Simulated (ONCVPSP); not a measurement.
**Varying the ONCV potential for Cs (Z = 55)**

Base potential:

* Element: caesium (Cs)
* Generator: ONCVPSP 4.0.1
* Type: optimised norm-conserving Vanderbilt (ONCV)
* Functional: PBE
* Relativity: scalar-relativistic
* Frozen core: [Kr] 4d10
* Valence charge: 9
* Reference configuration: 5s2 5p6 6s0.5 6p0.5
* Partial waves: 5s+6s: rc 3.30 bohr, ncon 3, nbas 6, qcut 3.4 1/bohr, 2 projectors; 5p+6p: rc 3.30 bohr, ncon 3, nbas 7, qcut 3.4 1/bohr, 2 projectors; d scattering state at 0.09 Ha: rc 3.65 bohr, ncon 4, nbas 8, qcut 2.9 1/bohr, 3 projectors, debl 2.4 Ha
* Local potential: polynomial inside 3.25 bohr (lpopt 5, dvloc0 6 Ha)
* Core correction: Teter function fitted to the true core (icmod 2), fcfact 0.65

In the d channel the program set the typed energies aside and used 0.050, 2.450, 4.850 Ha.

Cutoffs, loose and tight: the cutoffs (Ha) at which the residual kinetic energy of the hardest occupied pseudo-wave falls to 1 and 0.1 mHa per electron. They do not see the model core or the augmentation charge, which bear on the density cutoff. Test errors are all-electron minus pseudo excitation energies from the reference, over the configurations 5s2 5p6 6s1 6p0; 5s2 5p6 6s0 6p0; 5s2 5p6 6s0.5 6p0; 5s2 5p6 6s0 6p1. A dash means not determined; rows that change the core or the reference have their own tests.

For the base: The cutoffs count occupied waves only; projector 2 of the d channel, the hardest unoccupied one, needs 13 Ha at the loose tolerance.

| change | outcome | cutoff, loose | cutoff, tight | bound ghosts | GHOST(+) flags above zero | largest test error (meV) |
| --- | --- | --- | --- | --- | --- | --- |
| base | generated, projector energies reset by the program | 3.8 Ha | 4.7 Ha | none | none | -0.3 |
| p: qcut 3.5 | generated, projector energies reset by the program | 3.9 Ha | 4.7 Ha | none | none | -0.3 |
| all radii but the core radius scaled by about 0.76 (s 2.52, p 2.52, d 2.80 bohr); local potential polynomial inside 2.48 bohr (lpopt 5, dvloc0 6 Ha) | generated, projector energies reset by the program | 4.8 Ha | 12 Ha | none | d | -0.3 |
| core correction Teter function fitted to the true core (icmod 2), fcfact 0.34 | generated, projector energies reset by the program | 3.8 Ha | 4.7 Ha | none | none | -0.3 |
| p: rc 4.88 | generated, projector energies reset by the program | 3.2 Ha | 3.8 Ha | none | none | -3.6 |
| p: nproj 4 | generated, projector energies reset by the program | 3.8 Ha | 4.7 Ha | none | none | -0.3 |
| core correction Teter function fitted to the true core (icmod 2), fcfact 0.5 | generated, projector energies reset by the program | 3.8 Ha | 4.7 Ha | none | none | -0.3 |
| d: qcut 3.7 | generated, projector energies reset by the program | 3.8 Ha | 4.7 Ha | none | none | -0.3 |

(1) What comes out with this change to the base: reference 5s2 5p6 6s1; wave 5p+6p: rc 3.30 bohr, ncon 3, nbas 7, qcut 3.4 1/bohr, 2 projectors becomes 5p: rc 3.30 bohr, ncon 3, nbas 7, qcut 3.4 1/bohr, 2 projectors, debl 1.9 Ha?

Answers

(1) outcome: generated, projector energies reset by the program; cutoff, loose: 3.8 Ha; cutoff, tight: 4.7 Ha; bound ghosts: none; GHOST(+) flags above zero: none; largest test error (meV): -316.
